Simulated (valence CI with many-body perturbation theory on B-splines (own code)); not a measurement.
## Ge²⁵⁺: E2 decay

Method: relativistic CI+MBPT: five valence electrons over a frozen Dirac-Fock core [He], a basis of 11 s, 11 p, 10 d, 8 f, 5 g, 2 h functions for each j, with the one-electron correlation potential Σ1, the two-electron term Σ2, the three-electron term Σ3, Breit, model QED; selected CI, second order for the rest, scaled by the run's own slope (own B-spline code, finite nucleus).

No measured levels were compared; by estimate levels of excited configurations hold to 0.05 to 0.15 % of their energy, terms of the ground configuration to about 0.5 %. Among the levels kept, up to 5600 cm⁻¹ of a level comes from second order outside the variational space, and about a tenth of that is noise between levels of different J, which matters for small intervals.

Lines 51 to 62 of 62 in falling wavelength, among levels below 128.84 Ry, chosen from the decays that carry over 1 % of a level's rate. Wavelengths and rates use the calculated energies, so an error of 1000 cm⁻¹ moves a line at 0.8140 nm by 0.0081 % and its rate by three times that or more. Electric multipoles are in the length gauge with retardation, E1 and E2 with the static RPA response of the core. Weak lines are less certain than strong ones. Lines between different terms over intervals too small for the method are left out, as are lines whose strength nearly cancels. The highest levels of a list are the least certain.

Names give the largest LS component (configuration and term), which can be under half, so a name can repeat, a term be missing and a line seem to break the LS rules; names also repeat where a configuration has a term twice. Letters in brackets count levels of one name in rising energy.

| λ vac (nm) | Upper | Lower | Type | A (s⁻¹) | Branch % |
| --- | --- | --- | --- | --- | --- |
| 0.8140 | 2s2 2p2 3p 2F°_7/2 | 2s2 2p3 2D°_3/2 | E2 | 3.68e+09 | 5.8 |
| 0.8135 | 2s2 2p2 3p 2P°_3/2 [c] | 2s2 2p3 2P°_1/2 | E2 | 5.09e+09 | 2.4 |
| 0.8122 | 2s2 2p2 3p 2F°_5/2 | 2s2 2p3 4S°_3/2 | E2 | 2.44e+09 | 1.8 |
| 0.7576 | 2s 2p3 3d 4G°_9/2 | 2s2 2p3 2D°_5/2 | E2 | 1.24e+09 | 8.0 |
| 0.7544 | 2s 2p3 3d 4F°_9/2 [a] | 2s2 2p3 2D°_5/2 | E2 | 5.19e+08 | 3.3 |
| 0.7516 | 2s 2p3 3d 2G°_9/2 [a] | 2s2 2p3 2D°_5/2 | E2 | 3.13e+10 | 69.4 |
| 0.7505 | 2s 2p3 3d 2G°_7/2 [a] | 2s2 2p3 2D°_3/2 | E2 | 3.07e+10 | 7.1 |
| 0.7429 | 2s 2p3 3d 2F°_7/2 [c] | 2s2 2p3 2P°_3/2 | E2 | 2.65e+10 | 4.4 |
| 0.7416 | 2s 2p3 3d 4G°_7/2 | 2s2 2p3 4S°_3/2 | E2 | 4.39e+09 | 2.9 |
| 0.7407 | 2s 2p3 3d 4F°_9/2 [b] | 2s2 2p3 2D°_5/2 | E2 | 2.11e+10 | 33.4 |
| 0.7375 | 2s 2p3 3d 2G°_7/2 [a] | 2s2 2p3 4S°_3/2 | E2 | 9.76e+09 | 2.2 |
| 0.7272 | 2s 2p3 3d 2G°_9/2 [b] | 2s2 2p3 2D°_5/2 | E2 | 1.20e+10 | 13.8 |
